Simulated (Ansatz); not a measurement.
Reaction (ligand exchange at the Si–C bond): `B[SiH](C)OC` + H–F → `B[SiH](F)OC` + CH₄

Gas-phase electronic energies from Ansatz, PBE0-D4/def2-TZVP geometries. CBS: MP2 limit from def2 TZ/QZ plus the TZ coupled-cluster correction, frozen cores. This one scheme is used for every species. DFT in def2-TZVPP. B3LYP here is the variant with VWN-RPA as its local correlation; programs differ in this. HSE06 is defined as in plane-wave codes. One conformer a species, not always the lowest.

`B[SiH](C)OC`:

Cartesian coordinates in Å:
```
B -1.282 -1.147 -1.752
Si -0.001 -0.494 -0.356
C 1.034 0.940 -0.982
O -0.836 -0.081 1.010
C -0.197 0.278 2.209
H -0.860 -1.504 -2.816
H -2.464 -1.210 -1.585
H 0.944 -1.611 -0.015
H 1.749 1.268 -0.224
H 0.410 1.795 -1.254
H 1.601 0.637 -1.867
H -0.951 0.355 2.994
H 0.310 1.247 2.124
H 0.543 -0.473 2.514
```

H–F:

```xyz
2

F     0.375   -0.013   -0.267
H    -0.375    0.013    0.267
```

`B[SiH](F)OC`:

```xyz
11

B     1.184   -0.728   -1.902
Si    0.389    0.528   -0.548
F    -0.489    1.641   -1.301
O    -0.543   -0.423    0.395
C    -1.062   -0.080    1.662
H     2.345   -1.011   -1.914
H     0.479   -1.241   -2.720
H     1.311    1.308    0.323
H    -1.165   -0.991    2.254
H    -2.047    0.383    1.555
H    -0.402    0.613    2.195
```

CH₄:

```xyz
5

C     0.000    0.000    0.000
H    -0.532    0.181   -0.934
H    -0.531    0.482    0.820
H     1.007    0.410   -0.071
H     0.056   -1.072    0.184
```

```json
{"level": "LDA (SPW92)", "ΔE (kJ/mol)": "-142.7", "difference from CCSD(T)/CBS": "10.1"}
{"level": "PBE-D4", "ΔE (kJ/mol)": "-144.0", "difference from CCSD(T)/CBS": "8.8"}
{"level": "revPBE-D4", "ΔE (kJ/mol)": "-140.1", "difference from CCSD(T)/CBS": "12.7"}
{"level": "BLYP-D4", "ΔE (kJ/mol)": "-158.1", "difference from CCSD(T)/CBS": "-5.3"}
{"level": "r2SCAN-D4", "ΔE (kJ/mol)": "-157.1", "difference from CCSD(T)/CBS": "-4.3"}
{"level": "B97M-V", "ΔE (kJ/mol)": "-162.5", "difference from CCSD(T)/CBS": "-9.7"}
{"level": "PBE0-D4", "ΔE (kJ/mol)": "-145.7", "difference from CCSD(T)/CBS": "7.1"}
{"level": "B3LYP-D4", "ΔE (kJ/mol)": "-159.6", "difference from CCSD(T)/CBS": "-6.8"}
{"level": "r2SCAN0-D4", "ΔE (kJ/mol)": "-155.8", "difference from CCSD(T)/CBS": "-3.0"}
{"level": "BHLYP-D4", "ΔE (kJ/mol)": "-165.3", "difference from CCSD(T)/CBS": "-12.5"}
{"level": "CAM-B3LYP-D4", "ΔE (kJ/mol)": "-164.8", "difference from CCSD(T)/CBS": "-12.0"}
{"level": "ωB97X-V", "ΔE (kJ/mol)": "-157.7", "difference from CCSD(T)/CBS": "-4.9"}
{"level": "ωB97M-V", "ΔE (kJ/mol)": "-156.3", "difference from CCSD(T)/CBS": "-3.5"}
{"level": "B2PLYP", "ΔE (kJ/mol)": "-164.5", "difference from CCSD(T)/CBS": "-11.7"}
{"level": "PBE-QIDH", "ΔE (kJ/mol)": "-152.4", "difference from CCSD(T)/CBS": "0.4"}
{"level": "PBE", "ΔE (kJ/mol)": "-148.9", "difference from CCSD(T)/CBS": "3.9"}
{"level": "revPBE", "ΔE (kJ/mol)": "-150.5", "difference from CCSD(T)/CBS": "2.3"}
{"level": "BLYP", "ΔE (kJ/mol)": "-167.8", "difference from CCSD(T)/CBS": "-15.0"}
{"level": "r2SCAN", "ΔE (kJ/mol)": "-158.6", "difference from CCSD(T)/CBS": "-5.8"}
{"level": "PBE0", "ΔE (kJ/mol)": "-150.1", "difference from CCSD(T)/CBS": "2.7"}
{"level": "B3LYP", "ΔE (kJ/mol)": "-167.2", "difference from CCSD(T)/CBS": "-14.4"}
{"level": "r2SCANh", "ΔE (kJ/mol)": "-158.1", "difference from CCSD(T)/CBS": "-5.3"}
{"level": "r2SCAN0", "ΔE (kJ/mol)": "-157.6", "difference from CCSD(T)/CBS": "-4.8"}
{"level": "HSE06", "ΔE (kJ/mol)": "-149.6", "difference from CCSD(T)/CBS": "3.2"}
{"level": "CAM-B3LYP", "ΔE (kJ/mol)": "-169.4", "difference from CCSD(T)/CBS": "-16.6"}
{"level": "LC-ωPBE", "ΔE (kJ/mol)": "-155.6", "difference from CCSD(T)/CBS": "-2.8"}
{"level": "RPA@PBE/def2-TZVPP", "ΔE (kJ/mol)": "-154.5", "difference from CCSD(T)/CBS": "-1.7"}
{"level": "HF/def2-SVP", "ΔE (kJ/mol)": "-171.7", "difference from CCSD(T)/CBS": "-18.9"}
{"level": "MP2/def2-SVP", "ΔE (kJ/mol)": "-156.4", "difference from CCSD(T)/CBS": "-3.6"}
{"level": "CCSD/def2-SVP", "ΔE (kJ/mol)": "-157.0", "difference from CCSD(T)/CBS": "-4.2"}
{"level": "CCSD(T)/def2-SVP", "ΔE (kJ/mol)": "-155.1", "difference from CCSD(T)/CBS": "-2.3"}
{"level": "MP2/def2-TZVPP", "ΔE (kJ/mol)": "-153.8", "difference from CCSD(T)/CBS": "-1.0"}
{"level": "SCS-MP2/def2-TZVPP", "ΔE (kJ/mol)": "-160.4", "difference from CCSD(T)/CBS": "-7.6"}
{"level": "CCSD/def2-TZVPP", "ΔE (kJ/mol)": "-157.0", "difference from CCSD(T)/CBS": "-4.2"}
{"level": "HF/def2-QZVPP", "ΔE (kJ/mol)": "-182.2", "difference from CCSD(T)/CBS": "-29.4"}
{"level": "MP2/def2-QZVPP", "ΔE (kJ/mol)": "-153.9", "difference from CCSD(T)/CBS": "-1.1"}
{"level": "SCS-MP2/def2-QZVPP", "ΔE (kJ/mol)": "-160.4", "difference from CCSD(T)/CBS": "-7.6"}
{"level": "HF/CBS(def2)", "ΔE (kJ/mol)": "-182.4", "difference from CCSD(T)/CBS": "-29.6"}
{"level": "MP2/CBS(def2)", "ΔE (kJ/mol)": "-152.9", "difference from CCSD(T)/CBS": "-0.1"}
{"level": "CCSD/CBS(def2)", "ΔE (kJ/mol)": "-156.1", "difference from CCSD(T)/CBS": "-3.3"}
{"level": "CCSD(T)/CBS", "ΔE (kJ/mol)": "-152.8", "difference from CCSD(T)/CBS": "0"}
```

Largest T1 diagnostic among the species: 0.012.

The D4 term adds +7.7 kJ/mol with B3LYP and +4.4 kJ/mol with PBE0; it sums over pairs of atoms, weighted by their polarisabilities, and B3LYP, whose exchange is more repulsive, gets the larger term. Leaving LDA and LC-ωPBE aside and taking each functional with its dispersion term where it has one, the values spread over 25.2 kJ/mol, from BHLYP-D4 to revPBE-D4. LDA lies +6.2 kJ/mol from PBE without D4. In def2-TZVPP, CCSD(T) changes the Hartree–Fock value by +26.7 kJ/mol (the triples alone add +3.2 kJ/mol) and MP2 by +26.6 kJ/mol.

CCSD(T)/CBS has its own doubt, a few kJ/mol and more with outer-core shells, so smaller differences from it don't rank the levels.
